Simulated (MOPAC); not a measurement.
Input for MOPAC: PM7 on AlClH3N (SMILES [NH2][AlH][Cl]), a point of a torsion scan.

```
PM7 1SCF PRECISE CHARGE=0 THREADS=1
AlClH3N

N     -0.99364078 1    -0.12473461 1    -0.01309629 1
Al     0.74850596 1     0.22302890 1    -0.02936055 1
Cl     2.04056189 1    -0.32077307 1    -1.49512888 1
H     -1.48891555 1    -0.65747919 1     0.68945691 1
H     -1.66337919 1     0.10614280 1    -0.73767422 1
H      1.32555861 1     0.97921805 1     1.15867295 1
```

Program output:

```
*******************************************************************************
 **                                                                           **
 **                              MOPAC v23.2.5                                **
 **                                                                           **
 *******************************************************************************
 ** MOPAC's Digital Object Identifier: https://doi.org/10.5281/zenodo.6511958 **
 **                                                                           **
 ** Please cite the open-source release paper for use of this MOPAC version:  **
 ** J. E. Moussa and J. J. P. Stewart (2026)                                  **
 ** MOPAC: An open-source semiempirical molecular orbital program             **
 ** J. Open Source Softw., 11(119), 8025, https://doi.org/10.21105/joss.08025 **
 *******************************************************************************

                              PM7 CALCULATION RESULTS

 *******************************************************************************
 *  PM7        - The PM7 Hamiltonian to be used
 *
 *
 *
 *                 CHARGE ON SYSTEM = 0
 *
 *
 *
 *  PRECISE    - TIGHTER CRITERIA TO BE USED
 *  1SCF       - DO 1 SCF AND THEN STOP
 *  THREADS=1  - MULTI-THREADING NOT USED
 *  T=         - A TIME OF 172800.0 SECONDS REQUESTED
 *  DUMP=N     - RESTART FILE WRITTEN EVERY 7200.0 SECONDS REQUESTED
 *******************************************************************************
PM7 1SCF PRECISE CHARGE=0 THREADS=1
 AlClH3N

   ATOM   CHEMICAL          X               Y               Z
  NUMBER   SYMBOL      (ANGSTROMS)     (ANGSTROMS)     (ANGSTROMS)

     1       N         -0.99364078  *  -0.12473461  *  -0.01309629  *
     2      Al          0.74850596  *   0.22302890  *  -0.02936055  *
     3      Cl          2.04056189  *  -0.32077307  *  -1.49512888  *
     4       H         -1.48891555  *  -0.65747919  *   0.68945691  *
     5       H         -1.66337919  *   0.10614280  *  -0.73767422  *
     6       H          1.32555861  *   0.97921805  *   1.15867295  *



          CARTESIAN COORDINATES

    NO.       ATOM           X           Y           Z

     1         N         -0.9936     -0.1247     -0.0131
     2        Al          0.7485      0.2230     -0.0294
     3        Cl          2.0406     -0.3208     -1.4951
     4         H         -1.4889     -0.6575      0.6895
     5         H         -1.6634      0.1061     -0.7377
     6         H          1.3256      0.9792      1.1587

 General Reference for PM7:
 "Optimization of Parameters for Semiempirical Methods VI: More Modifications to the
 NDDO Approximations and Re-optimization of Parameters", J. J. P. Stewart, J. Mol. Mod., 1:32, 19 (2013)
 https://link.springer.com/article/10.1007/s00894-012-1667-x

           Empirical Formula: H3 N Al Cl  =     6 atoms



      MOLECULAR POINT GROUP   :   C1


      RHF CALCULATION, NO. OF DOUBLY OCCUPIED LEVELS = 9


 -------------------------------------------------------------------------------
 PM7 1SCF PRECISE CHARGE=0 THREADS=1
 AlClH3N



     1SCF WAS SPECIFIED, SO BFGS WAS NOT USED
     SCF FIELD WAS ACHIEVED


                              PM7 CALCULATION
                                                       MOPAC v23.2.5 Linux




          FINAL HEAT OF FORMATION =        -45.87548 KCAL/MOL =    -191.94302 KJ/MOL


          COSMO AREA              =        106.39 SQUARE ANGSTROMS
          COSMO VOLUME            =         92.30 CUBIC ANGSTROMS

          IONIZATION POTENTIAL    =         11.044570 EV
          HOMO LUMO ENERGIES (EV) =        -11.045 -0.030
          NO. OF FILLED LEVELS    =          9
          MOLECULAR WEIGHT        =         79.4649         POINT GROUP:  C1

          MOLECULAR DIMENSIONS (Angstroms)

            Atom       Atom       Distance
            H     4   Cl     3     4.16449
            H     6    H     5     3.27159
           Cl     3    H     5     0.99106


          SCF CALCULATIONS        =          1





   ATOM   CHEMICAL          X               Y               Z
  NUMBER   SYMBOL      (ANGSTROMS)     (ANGSTROMS)     (ANGSTROMS)

     1       N         -0.99364078  *  -0.12473461  *  -0.01309629  *
     2      Al          0.74850596  *   0.22302890  *  -0.02936055  *
     3      Cl          2.04056189  *  -0.32077307  *  -1.49512888  *
     4       H         -1.48891555  *  -0.65747919  *   0.68945691  *
     5       H         -1.66337919  *   0.10614280  *  -0.73767422  *
     6       H          1.32555861  *   0.97921805  *   1.15867295  *

                             CARTESIAN COORDINATES

   1    N       -0.993640780    -0.124734610    -0.013096290
   2   Al        0.748505960     0.223028900    -0.029360550
   3   Cl        2.040561890    -0.320773070    -1.495128880
   4    H       -1.488915550    -0.657479190     0.689456910
   5    H       -1.663379190     0.106142800    -0.737674220
   6    H        1.325558610     0.979218050     1.158672950


           Empirical Formula: H3 N Al Cl  =     6 atoms



      MOLECULAR POINT GROUP   :   C1


                  EIGENVALUES
 -36.46297 -25.87205 -17.26475 -15.32083 -13.90538 -12.36109 -12.28206 -12.13590
 -11.04457  -0.02976   1.21543   2.65498   4.37484   5.01494   6.43466  17.20544
  18.05230  18.14228  20.63377  21.54172  70.08927  70.13645  70.58259  70.68698
  70.88795


              NET ATOMIC CHARGES AND DIPOLE CONTRIBUTIONS

  ATOM NO.   TYPE          CHARGE      No. of ELECS.   s-Pop       p-Pop       d-Pop
    1          N          -0.692595        5.6926     1.51250     4.18010
    2         Al           0.438390        2.5616     0.25133     1.48308     0.82719
    3         Cl          -0.139627        7.1396     1.95553     5.18249     0.00160
    4          H           0.294662        0.7053     0.70534
    5          H           0.297329        0.7027     0.70267
    6          H          -0.198158        1.1982     1.19816
 DIPOLE           X         Y         Z       TOTAL
 POINT-CHG.    -2.231    -0.611    -0.196     2.322
 HYBRID        -0.922    -0.313    -0.285     1.014
 SUM           -3.153    -0.925    -0.481     3.321


          ATOMIC ORBITAL ELECTRON POPULATIONS

     Atom    s        px        py        pz      x^2-y^2     xz        z^2       yz        xy
    1  N   1.51250   1.34684   1.54100   1.29226
    2 Al   0.25133   0.51975   0.40174   0.56160   0.15104   0.20900   0.13458   0.15962   0.17295
    3 Cl   1.95553   1.75562   1.77316   1.65372   0.00054   0.00011   0.00038   0.00033   0.00024
    4  H   0.70534
    5  H   0.70267
    6  H   1.19816

 **********************
 *                    *
 * JOB ENDED NORMALLY *
 *                    *
 **********************




 == MOPAC DONE ==
```

The run finished.

Cost: around 0.03 core-seconds (rough).
